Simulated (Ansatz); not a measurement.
```yaml
crystal:
  periodic: [false, false, false]
  atoms:
    - {symbol: C, position_ang: [-3.637488, -0.026717, -0.495197]}
    - {symbol: C, position_ang: [-3.142275, -1.278016, -0.142576]}
    - {symbol: C, position_ang: [-1.735558, -1.182263, 0.029586]}
    - {symbol: N, position_ang: [-1.018458, -2.268004, 0.375077]}
    - {symbol: C, position_ang: [0.283345, -2.316927, 0.565791]}
    - {symbol: C, position_ang: [1.265333, -1.316437, 0.473699]}
    - {symbol: C, position_ang: [2.675548, -1.502024, 0.710051]}
    - {symbol: C, position_ang: [3.343744, -0.312572, 0.531663]}
    - {symbol: C, position_ang: [2.372574, 0.695687, 0.168756]}
    - {symbol: N, position_ang: [2.589172, 1.986286, -0.094787]}
    - {symbol: C, position_ang: [1.493599, 2.687741, -0.405083]}
    - {symbol: C, position_ang: [0.199030, 2.177775, -0.467418]}
    - {symbol: C, position_ang: [-0.055411, 0.811094, -0.191873]}
    - {symbol: C, position_ang: [-1.371587, 0.227760, -0.240726]}
    - {symbol: C, position_ang: [-2.556509, 0.891694, -0.555040]}
    - {symbol: C, position_ang: [1.088304, 0.066712, 0.134887]}
    - {symbol: H, position_ang: [-4.682625, 0.219825, -0.695154]}
    - {symbol: H, position_ang: [-3.695587, -2.207362, -0.007709]}
    - {symbol: H, position_ang: [0.663875, -3.314189, 0.845125]}
    - {symbol: H, position_ang: [3.122424, -2.458873, 0.989197]}
    - {symbol: H, position_ang: [4.413235, -0.128881, 0.637050]}
    - {symbol: H, position_ang: [1.651481, 3.752688, -0.625368]}
    - {symbol: H, position_ang: [-0.622738, 2.845746, -0.732270]}
    - {symbol: H, position_ang: [-2.643420, 1.949277, -0.807703]}
basis:
  gaussian: {orbitals: def2-TZVP, initial_orbitals: start.molden}
total_charge: -1
magnetization: {spin_polarized: true, initial_magnetization: 1}
hamiltonian: {xc: pbe0, dispersion: d4}
scf: {omitted_lower_state_checks: [starts]}
output: {orbitals: {seedname: orbitals}}
```

The file start.molden holds the orbitals of an earlier run on this structure, at another level or in another basis.

```sh
$ ansatz run in.yaml --threads 4 --pin off --events-out ev --progress --plain --max-ram 6963MiB
```

Question: Does this run fit into the memory that it is given?

Answer: No. It has 544 basis functions, and Ansatz plans for 9 GiB where 7 GiB are given.
